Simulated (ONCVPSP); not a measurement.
**Which change was made? (Al, ONCV)**

```
Element                 : Al
Generator               : ONCVPSP 4.0.1
Type                    : optimised norm-conserving Vanderbilt (ONCV)
Functional              : LDA (Perdew-Wang 92)
Relativity              : scalar-relativistic
Frozen core             : [Ne]
Valence charge          : 3
Reference configuration : 3s2 3p1
Partial waves           : 3s: rc 2.25 bohr, ncon 3, nbas 7, qcut 3.8 1/bohr, 2 projectors, debl 0.5 Ha; 3p: rc 2.00 bohr, ncon 4, nbas 8, qcut 3.8 1/bohr, 2 projectors, debl 3.3 Ha; d scattering state at 0.14 Ha: rc 1.75 bohr, ncon 4, nbas 7, qcut 5.6 1/bohr, 2 projectors, debl 0.5 Ha
Local potential         : polynomial inside 1.75 bohr (lpopt 5, dvloc0 4 Ha)
Core correction         : Teter function, fcfact 5, rcfact 1.7
```

Cutoffs, loose and tight: the cutoffs (Ha) at which the residual kinetic energy of the hardest occupied pseudo-wave falls to 1 and 0.1 mHa per electron. They do not see the model core or the augmentation charge, which bear on the density cutoff. Test errors are all-electron minus pseudo excitation energies from the reference, over the configurations 3s2 3p0; 3s1 3p0; 3s2 3p0.5; 3s1 3p1; variants that change the core or the reference have their own tests.

The base gives: outcome: generated; cutoff, loose: 5.0 Ha; cutoff, tight: 6.7 Ha; bound ghosts: none; GHOST(+) flags above zero: none; largest test error (meV): -134.

Q: After one change the result is: outcome: generated; cutoff, loose: 4.2 Ha; cutoff, tight: 16 Ha; bound ghosts: none; GHOST(+) flags above zero: none; largest test error (meV): -139. Which change was it?
A. s: qcut 3.1; p: qcut 3.1; d: qcut 4.6
B. s: qcut 2.5; p: qcut 2.5; d: qcut 3.7
C. s: qcut 4.5; p: qcut 4.5; d: qcut 6.7

A: A. The others give: s: qcut 2.5; p: qcut 2.5; d: qcut 3.7 → outcome: generated; cutoff, loose: 7.4 Ha; cutoff, tight: 27 Ha; bound ghosts: none; GHOST(+) flags above zero: s, d; largest test error (meV): -145 | s: qcut 4.5; p: qcut 4.5; d: qcut 6.7 → outcome: generated; cutoff, loose: 5.9 Ha; cutoff, tight: 7.6 Ha; bound ghosts: none; GHOST(+) flags above zero: none; largest test error (meV): -131.
